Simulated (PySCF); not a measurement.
Relaxation of quartet [PtS2]+

These are results of UPBE in PySCF with Pt def2-SVP with ECP60, S def2-SVP; scalar-relativistic core potentials, no spin–orbit coupling; density-fitted integrals, not measurements. A (50,194) grid was used.

A start displaced from a saddle point along its imaginary mode, of C2v symmetry, held to at least that symmetry:

Coordinates in bohr (charge 1 multiplicity 4):
```
Pt   -0.0236   -0.0705    0.0000
S     0.0720    0.2150    4.1734
S     0.0720    0.2150   -4.1734
```

Optimiser trace:
```csv
step,E − E(last) (kJ/mol),largest gradient (Eh/bohr)
0,118.33,0.01275
1,103.55,0.01876
2,77.97,0.01939
3,56.34,0.04126
4,45.40,0.03500
5,13.48,0.02258
6,0.86,0.00376
7,0.12,0.00182
8,0.00,0.00019
9,0.00,0.00002
```

It ends at C2v with Pt–S 2.138 Å (×2); S–Pt–S 111.0° (after a last refinement on a finer grid). The frequency run here used a shortcut that can spoil soft modes, so no verdict on minimum or saddle point is given. Other isomers or separated fragments may lie lower.

Final geometry:
Coordinates in bohr (charge 1 multiplicity 4):
```
Pt   -0.1801   -0.5381    0.0000
S     0.5465    1.6329    3.3282
S     0.5465    1.6329   -3.3282
```

Other spin states or occupations of the open shell can lie lower. At this level a doublet minimum of C2v symmetry lies 82 kJ/mol below this structure. With an element this heavy the missing spin–orbit coupling can shift these numbers.
